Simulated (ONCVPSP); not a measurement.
## oxygen (O), ONCV: configuration errors across variants

```json
{
  "Element": "O",
  "Generator": "ONCVPSP 4.0.1",
  "Type": "optimised norm-conserving Vanderbilt (ONCV)",
  "Functional": "LDA (Perdew-Zunger)",
  "Relativity": "scalar-relativistic",
  "Frozen core": "[He]",
  "Valence charge": "6",
  "Reference configuration": "2s2 2p2 (charge +2)",
  "Partial waves": "2s: rc 0.60 bohr, ncon 4, nbas 9, qcut 9.1 1/bohr, local; 2p: rc 1.55 bohr, ncon 4, nbas 9, qcut 7.4 1/bohr, 2 projectors, debl 1 Ha; d scattering state at 0.46 Ha: rc 1.45 bohr, ncon 4, nbas 7, qcut 6.5 1/bohr, 3 projectors, debl 2.3 Ha",
  "Local potential": "the s channel",
  "Core correction": "none"
}
```

In the p channel the program set the typed energies aside and used -1.593, 0.250 Ha.

All-electron excitation energies from the reference (eV): (1) 2s2 2p4 -50.292; (2) 2s2 2p3 -33.708; (3) 2s2 2p1 53.964; (4) 2s2 2p3.5 -43.926.

A true bound ghost makes a file unfit for plane-wave use even where its test errors are small: the radial tests pick states by their node count and pass the ghost by.

Errors AE − PS in meV (a dash: test not solved or not reliable):

```json
{"change": "base", "(1)": "+411", "(2)": "+168", "(3)": "+354", "(4)": "+299", "bound ghosts": "none", "GHOST(+) flags above zero": "d"}
{"change": "d: rc 1.06", "(1)": "+411", "(2)": "+168", "(3)": "+354", "(4)": "+299", "bound ghosts": "none", "GHOST(+) flags above zero": "d"}
{"change": "d: rc 1.44", "(1)": "+411", "(2)": "+168", "(3)": "+354", "(4)": "+299", "bound ghosts": "none", "GHOST(+) flags above zero": "d"}
{"change": "d: rc 1.7", "(1)": "+411", "(2)": "+168", "(3)": "+354", "(4)": "+299", "bound ghosts": "none", "GHOST(+) flags above zero": "none"}
{"change": "d: rc 1.8", "(1)": "+411", "(2)": "+168", "(3)": "+354", "(4)": "+299", "bound ghosts": "none", "GHOST(+) flags above zero": "none"}
{"change": "d: rc 2.06", "(1)": "+411", "(2)": "+168", "(3)": "+354", "(4)": "+299", "bound ghosts": "none", "GHOST(+) flags above zero": "none"}
```

Give the same row for: d: rc 1.26.

+411, +168, +354, +299; bound ghosts: d; GHOST(+) flags above zero: none.
